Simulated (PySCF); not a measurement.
## Spin–spin coupling constants

Molfile (atoms numbered from 1):
```
C4H5F4N
     RDKit          3D

 14 13  0  0  0  0  0  0  0  0999 V2000
    2.3806    0.0391    0.4032 N   0  0  0  0  0  0  0  0  0  0  0  0
    0.9711   -0.2509    0.6076 C   0  0  0  0  0  0  0  0  0  0  0  0
    0.1596    0.8897    0.0835 C   0  0  0  0  0  0  0  0  0  0  0  0
   -1.0714    0.8114   -0.3959 C   0  0  0  0  0  0  0  0  0  0  0  0
   -1.7294    1.9003   -0.8357 F   0  0  0  0  0  0  0  0  0  0  0  0
   -1.8946   -0.4515   -0.5058 C   0  0  0  0  0  0  0  0  0  0  0  0
   -1.3542   -1.3306   -1.3721 F   0  0  0  0  0  0  0  0  0  0  0  0
   -3.1391   -0.2210   -0.9096 F   0  0  0  0  0  0  0  0  0  0  0  0
   -1.9714   -1.1000    0.6711 F   0  0  0  0  0  0  0  0  0  0  0  0
    2.9565   -0.6606    0.8558 H   0  0  0  0  0  0  0  0  0  0  0  0
    2.6051    0.0364   -0.5861 H   0  0  0  0  0  0  0  0  0  0  0  0
    0.8019   -0.3155    1.6893 H   0  0  0  0  0  0  0  0  0  0  0  0
    0.6394   -1.2020    0.1628 H   0  0  0  0  0  0  0  0  0  0  0  0
    0.6453    1.8546    0.1098 H   0  0  0  0  0  0  0  0  0  0  0  0
  1  2  1  0
  2  3  1  0
  3  4  2  0
  4  5  1  0
  4  6  1  0
  6  7  1  0
  6  8  1  0
  6  9  1  0
  1 10  1  0
  1 11  1  0
  2 12  1  0
  2 13  1  0
  3 14  1  0
M  END
```

Couplings: B3LYP/pcJ-1 (spin–dipole term only in couplings to heteroatoms) in PySCF 2.14.0 with density-fitted response routines, geometry GFN2-xTB; gas phase, one conformer, non-relativistic. Couplings are averaged over pairs made equivalent by symmetry, fast rotation or ring inversion, so a value needn't be that of the named pair in this geometry, while other rotamers aren't included; one pair stands for each set, and the list holds a selection of those of at least 0.8 Hz over up to four bonds, among pairs with at least one F or H atom (others weren't computed). One-bond C–F couplings come out tens of Hz too large with common functionals.

Isotopes: ¹³C, ¹⁹F, ¹H, ¹⁵N.

```csv
pair,bonds,J (Hz)
"N1, H10",1,-67.4
"C2, H12",1,141.1
"C3, H14",1,168.7
"C4, F5",1,-335.3
"C6, F7",1,-341.5
"C2, H10",2,-1.8
"C2, H14",2,?
"C3, F5",2,15.2
"C3, H12",2,-5.6
"C4, F7",2,38.9
"C4, H14",2,?
"F5, C6",2,38.0
"F7, F8",2,78.2
"H10, H11",2,?
"H12, H13",2,?
"N1, H14",3,?
"C3, H10",3,?
"C4, H12",3,5.5
"F5, F7",3,-8.4
"F5, H14",3,?
"C6, H14",3,10.5
"H10, H12",3,6.6
"N1, F5",4,-1.5
"C4, H10",4,?
"F5, H12",4,4.9
"C6, H12",4,-1.7
```

Problem. Estimate the withheld couplings, with signs.

Solution. 
- ²J(C2,H14) = -1.6 Hz (angle at C3 115°)
- ²J(C4,H14) = -7.7 Hz (angle at C3 119°)
- ²J(H10,H11) = -8.8 Hz (angle at N1 108°)
- ²J(H12,H13) = -17.1 Hz (angle at C2 108°)
- ³J(N1,H14) = -3.2 Hz (dihedral angle 29°)
- ³J(C3,H10) = 7.1 Hz (mean over equivalent pairs that range from 0.6 to 13.5 Hz in this conformer)
- ³J(F5,H14) = 15.7 Hz (dihedral angle 1°)
- ⁴J(C4,H10) = 1.3 Hz (mean over equivalent pairs that range from -0.3 to 2.9 Hz in this conformer)
